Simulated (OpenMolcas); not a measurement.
Ne5+: the spin-orbit constant, worked from levels

```yaml
Program: OpenMolcas
Basis: ANO-R2 [4s4p2d1f]
Scalar_Hamiltonian: X2C, finite nucleus
Active_space: 3 electrons in 9 orbitals (RAS2 2s 2p; RAS3 3d, at most 2 electrons)
State_averaging: 2S+1 = 4 odd, 1 root; 2S+1 = 2 odd, 8 roots (3 in the spin-orbit step); 2S+1 = 4 even, 3 roots; 2S+1 = 2 even, 9 roots
Spin-orbit_coupling: state interaction with AMFI integrals over the reference wave functions, term energies averaged over their components
```

Methods: RASSCF; SS-RASPT2, IPEA 0.25 Eh, imaginary shift 0.1 Eh (closed shells correlated: 1s). Measured levels: NIST levels in Podobedova, Fuhr, Reader and Wiese, J. Phys. Chem. Ref. Data 33, 525 (2004).

**The spin-orbit constant.** For the Hund term ²P° of p1, E(J) = (A/2) J(J+1) + constant and ζ = 2S·A = A. From J = 1/2 to J = 3/2 the energy changes by 1.5 A.

| Source | E(3/2) - E(1/2) | A | ζ |
| --- | --- | --- | --- |
| RASSCF | 1202.6 | 801.7 | 802 |
| SS-RASPT2 | 1202.6 | 801.7 | 802 |
| measured | 1310.0 | 873.3 | 873 |

All in cm-1. SS-RASPT2 is off by -8.2 % and RASSCF by -8.2 %. Both methods take the spin-orbit matrix elements from the reference wave functions, so the second can move ζ only through the term energies and any multistate remixing.

Active for correlation alone: 3d; no level in the range computed is led by a configuration that fills it, so any true level of that kind is missing. Computed and measured levels are paired by configuration, term and J; levels that our copy of the source lacks, or whose pairing is in doubt (as where it misses far off the trend of its configuration), stay unpaired and out of the deviations. Levels of configurations outside the active space are missing.

° marks odd parity.
